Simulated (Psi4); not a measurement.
A dimer, CH3Li ··· H3N (SMILES [Li][CH3] and N), singlet; the first 5 atoms form monomer A.

```
9

Li    -1.2784    -0.7627    -1.0638
C      0.0979     0.0584     0.0816
H      0.6732    -0.6838     0.6501
H     -0.3253     0.7486     0.8229
H      0.8326     0.6395    -0.4908
N     -2.7701     0.0727    -2.3895
H     -3.6918     0.2359    -2.0006
H     -2.3108     0.9730    -2.4657
H     -2.8980    -0.2815    -3.3306
```

Problem. What interaction energy does SAPT0/jun-cc-pVDZ, all electrons correlated (Psi4) give, and which attractive term is the largest?

Solution. Total -79.26 kJ/mol: electrostatics -100.00, exchange 42.21, induction -17.58, dispersion -3.89. The most attractive term is electrostatics.
